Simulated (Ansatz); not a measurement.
CH5AlClFSi from Hartree–Fock to CCSD(T)

```xyz
10

F    -0.649    1.845   -2.058
Si   -0.800    0.475   -1.242
C     0.640    0.147   -0.138
Al    0.489   -1.008    1.460
Cl    0.733    1.388    1.239
H    -0.855   -0.633   -2.227
H    -2.041    0.569   -0.441
H     1.617    0.164   -0.619
H     1.829   -1.610    2.041
H    -0.964   -1.336    1.985
```

The species carries charge 0 and has multiplicity 1. The bonds changed during the relaxation, so this is another structure than the one it started from. Geometry: relaxed with PBE0-D4/def2-TZVP. It is one conformer, not always the lowest. Frozen core, restricted reference, Ansatz 0.2.0. CBS rows extrapolate triple and quadruple zeta; past MP2 they add the triple-zeta difference.

```json
{"basis": "def2-TZVPP", "HF (Eh)": "-1130.71875", "MP2 corr.": "-0.81444"}
{"basis": "def2-QZVPP", "HF (Eh)": "-1130.75469", "MP2 corr.": "-0.88519"}
```

Estimate the CCSD correlation energy and the (T) correction in each basis where they were run (hartree).


```
     basis  CCSD corr.       (T)
def2-TZVPP    -0.86651  -0.03226
 CBS(def2)    -0.98968     as TZ
```
